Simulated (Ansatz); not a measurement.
Ansatz results at the PBE0-D4/def2-TZVP geometry: HOMO energy (PBE/def2-TZVPP) -6.37 eV; HOMO energy (B3LYP/def2-TZVPP) -7.62 eV; HOMO–LUMO gap (B3LYP/def2-TZVPP) 7.46 eV.

Each molecule was computed in one conformer, which needn't be the lowest.

Q: Which molecule gave them?
A. `CNB(F)[SiH2]Cl`
B. `NC(F)[SiH2]O`
C. `FC(Cl)C[SiH3]`
D. `FCNC[SiH3]`

A: B. The others give `FCNC[SiH3]`: -5.92, -7.12, 7.42; `CNB(F)[SiH2]Cl`: -6.76, -7.88, 7.37; `FC(Cl)C[SiH3]`: -7.24, -8.39, 8.48.

B3LYP here is the variant with VWN-RPA as its local correlation; programs differ in this.
